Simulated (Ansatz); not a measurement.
Cartesian coordinates in Å:
```
N 0.060 0.873 2.262
C 0.032 0.459 1.188
Ga -0.015 -0.227 -0.587
F -1.217 0.274 -1.719
F 1.141 -1.379 -1.143
```

Total charge 0; spin multiplicity 1.

Task: List the r2SCAN/def2-TZVPP orbital energies in eV (Ansatz). (Estimate.)

Result: Ansatz gave: Occupied: -10124.54, -1246.61, -1103.09, -1102.93, -1102.91, -666.39, -666.39, -386.54, -274.82, -150.42, -103.43, -103.07, -103.06, -31.11, -30.97, -24.70, -22.98, -22.88, -22.87, -22.69, -22.51, -14.75, -12.39, -11.63, -10.96, -10.58, -10.47, -10.30, -9.84, -9.74, -9.68. Lowest empty: -3.15, -2.47, -1.82, 0.49, 2.00, 2.50, 2.67, 5.34.
